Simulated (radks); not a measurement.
The mean radii <r> (bohr) of the occupied orbitals of an atom or ion are listed with their occupations. Calculated with a radial shooting solver on a logarithmic mesh with Libxc functionals: scalar-relativistic Kohn-Sham, PBE, spin-unpolarised, spherical densities, point nucleus.

| orbital | occ. | <r> |
|---|---|---|
| 1s | 2 | 0.02500 |
| 2s | 2 | 0.1035 |
| 2p | 3 | 0.08999 |

Name the element and its charge.

Answer. Z = 57, lanthanum, charge +50: La50+ in [He] 2s2 2p3. The 1s radius gives Z: for a bare nucleus <r> = (2 gamma + 1)/(2Z) with gamma = sqrt(1 - (Z/c)^2), 0.02473 bohr for Z = 57, and screening makes it slightly larger (0.02500 here). The occupations add up to 7, and the charge is Z minus that.
